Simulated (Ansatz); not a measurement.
This geometry of CH₃BFO (7 atoms, charge 0, multiplicity 2) is a first-order saddle point.

Level of theory: UKS PBE-D4/6-31G* (Ansatz).

```xyz
7
Properties=species:S:1:pos:R:3
C -0.874 0.911 -0.356
O -0.422 -0.282 0.124
B 0.778 -0.912 0.259
F 1.242 -1.663 -0.743
H -1.947 1.062 -0.231
H -0.178 1.755 -0.343
H 1.402 -0.871 1.289
```

Q: Which two structures does it join? (They come from a converged band through this point; their orientation in space is the band's.)

A: No bond is made or broken. The dihedral C1–O2–B3–F4 goes from 178 to 0°.

First end point:

```xyz
7
Properties=species:S:1:pos:R:3
C -0.882 0.872 -0.067
O -0.445 -0.386 -0.359
B 0.761 -0.874 0.071
F 1.051 -2.133 -0.259
H -1.797 1.175 -0.572
H -0.222 1.559 0.469
H 1.535 -0.213 0.717
```

Last end point:

```xyz
7
Properties=species:S:1:pos:R:3
C -0.975 0.722 -0.194
O 0.348 0.610 0.117
B 1.012 -0.586 0.209
F 0.365 -1.740 -0.011
H -1.360 1.739 -0.230
H -1.568 -0.173 -0.383
H 2.177 -0.573 0.492
```

Q: How far does it lie above each of them?

A: 0.42 eV above the first and 0.44 eV above the second. This is the barrier of this one path; another mechanism may lie lower.

The run took 3.4 min on 1 thread of Arm Neoverse V1, with other jobs on the host, peak memory 0.13 GiB.
